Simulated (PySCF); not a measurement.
Te(OH)(SMe) (CH₄OSTe), SMILES CS[Te]O. Atoms are numbered in the order given.

```xyz
8

Te     0.4182     0.2101     0.5983
O      1.3449     1.4381    -0.6826
H      0.7169     2.1381    -0.9035
S     -0.7183    -1.2936    -0.8521
C     -2.3050    -0.4775    -1.2056
H     -2.8462    -0.2350    -0.2815
H     -2.8948    -1.1997    -1.7902
H     -2.1579     0.4291    -1.8075
```
Charge 0, spin multiplicity 1.

Coordinates come from a PBE0-D3(BJ)/def2-SVP optimisation. The def2 effective core potentials stand for the cores of Te; spin–orbit coupling is left out. The values are those of a single conformer.

Computed with PBE0-D3(BJ)/def2-SVP (PySCF).

Frequencies are harmonic and unscaled.

```tsv
mode	ν (cm⁻¹)	IR (km/mol)	Raman (Å⁴/amu)	depolarisation	moving atoms (share of kinetic energy)
1	93	0.9	2.7	0.69	O 38 %, C 28 %, H 20 %, S 9 %
2	122	0.3	1.1	0.67	H 86 %, O 11 %
3	174	1.8	4.5	0.58	O 35 %, S 29 %, H 21 %
4	200	1.5	4.1	0.49	C 39 %, H 20 %, S 18 %, Te 15 %
5	360	2.6	7.3	0.24	S 65 %, Te 16 %, H 16 %
6	395	106.2	5.9	0.49	H 78 %, S 12 %
7	600	62.8	19.7	0.24	O 86 %, Te 12 %
8	717	1.6	10.0	0.27	C 57 %, S 31 %, H 12 %
9	956	9.2	3.3	0.74	H 84 %, C 14 %
10	960	10.4	4.2	0.68	H 79 %, C 18 %
11	998	44.7	1.9	0.67	H 94 %
12	1322	6.3	4.4	0.52	H 86 %, C 14 %
13	1436	13.8	17.9	0.75	H 96 %
14	1447	10.1	14.0	0.70	H 95 %
15	3064	14.6	189.8	0.06	H 98 %
16	3178	0.9	127.0	0.68	H 90 %, C 10 %
17	3194	2.1	51.3	0.75	H 90 %, C 10 %
18	3861	84.9	74.1	0.25	H 94 %
```
